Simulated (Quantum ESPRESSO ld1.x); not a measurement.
F4+, configuration 1s1.5 2s2 2p1 3p0.5 (fractional occupations, a model configuration). All-electron calculation, Dirac Kohn-Sham, LDA (Slater exchange, VWN5 correlation), spin-unpolarised, spherical densities, point nucleus; open shells are shared between the two j in proportion to 2j + 1. Program: ld1.x of Quantum ESPRESSO 7.5. Some entries of the table are withheld. Estimate them.

orbital,occ.,eigenvalue (Ry),r(max) (bohr),<r^2> (bohr^2)
1s1/2,1.5,-60.4312,0.114,0.04050
2s1/2,2,(1),0.672,(2)
2p1/2,0.333333,-8.23607,0.555,(3)
2p3/2,0.666667,-8.22543,0.555,(4)
3p1/2,0.166667,-2.82694,1.98,5.284
3p3/2,0.333333,-2.82485,1.98,5.292

Answer. 
(1) 2s1/2 eigenvalue (Ry): -9.36142
(2) 2s1/2 <r^2> (bohr^2): 0.7642
(3) 2p1/2 <r^2> (bohr^2): 0.6384
(4) 2p3/2 <r^2> (bohr^2): 0.6400
